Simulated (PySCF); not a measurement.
**Removing an electron from `O=C[SiH2]S`**

Compound: CH4OSSi.
Cartesian coordinates in Å at the PBE0-D3(BJ)/def2-SVP level; atoms count from 1:
```
atom  x, y, z in Å
O1     0.6303   -1.8626    0.0198
C2     0.9358   -0.7022   -0.1047
Si3   -0.3968    0.7091   -0.0212
S4    -2.2050   -0.3591    0.3075
H5     2.0124   -0.4290   -0.2730
H6    -0.3531    1.4705   -1.3054
H7    -0.0204    1.6425    1.0824
H8    -1.4706   -1.5084    0.2873
```

Level: B3LYP/def2-SVPD (PySCF). Frontier orbitals with their largest atomic shares (Löwdin; up to four atoms above 4 %):

| orbital | ε (eV) | main atoms |
| --- | --- | --- |
| HOMO−3 | -10.21 | Si3 37 %, H7 21 %, H6 21 %, S4 8 % |
| HOMO−2 | -9.47 | S4 66 %, Si3 17 %, H8 4 %, O1 4 % |
| HOMO−1 | -7.46 | O1 50 %, C2 20 %, Si3 13 %, H5 10 % |
| HOMO | -7.35 | ? |
| LUMO | -2.29 | C2 42 %, O1 35 %, Si3 11 %, H5 6 % |
| LUMO+1 | -0.56 | Si3 34 %, S4 25 %, H7 11 %, H6 11 % |
| LUMO+2 | -0.01 | S4 31 %, Si3 28 %, C2 14 %, H5 7 % |

Problem. What vertical ionisation energy does ΔSCF give, and how far is −ε(HOMO) from it?

Solution. ΔSCF: 9.63 eV (929 kJ/mol; threshold wavelength 129 nm); ⟨S²⟩ of the doublet left behind is 0.757, against 0.75 for a pure doublet. −ε(HOMO) is 7.35 eV, 2.28 eV below it. For the exact functional −ε(HOMO) would equal the first vertical ionisation energy; B3LYP (global hybrid, 20 % exact exchange) falls short of its own ΔSCF value by 24 %.

Problem. On which atoms does the HOMO lie?

Solution. S4 (sulfur bonded to Si and H) 76 %, Si3 (SiH2 silicon) 12 %, H8 (S–H hydrogen) 6 %, so more than half of it is on one atom. The HOMO−1 lies 0.11 eV lower.

Problem. And the vertical electron affinity, the fundamental gap, Mulliken's electronegativity and the hardness (with the factor ½)?

Solution. EA = 0.03 eV by ΔSCF (−ε(LUMO) = 2.29 eV). IE − EA = 9.60 eV against an orbital gap of 5.06 eV; (IE + EA)/2 = 4.83 eV; (IE − EA)/2 = 4.80 eV.

Problem. What kinetic energy would electrons from this vertical process carry with 118.2 nm light (10.49 eV)?

Solution. 10.49 − 9.63 = 0.86 eV.

Problem. What total energies stand behind the ΔSCF value?

Solution. E(N) = -803.16953 Eh and E(N − 1) = -802.81559 Eh at the same geometry, 0.35394 Eh apart. With one more electron, E(N + 1) = -803.17055 Eh.

Problem. The lowest singlet excitation (vertical TDDFT, same level) lies at 3.42 eV. How far is it below IE − EA?

Solution. IE − EA = 9.60 eV, so by 6.18 eV.

The structure is a single PBE0-D3(BJ)/def2-SVP conformer in the gas phase; no vibrational or solvent corrections.

These values come from a run that also computed excited states and ΔSCF ions. Time: 32 s. Hardware: one thread of an Arm Neoverse V1 (shared host).
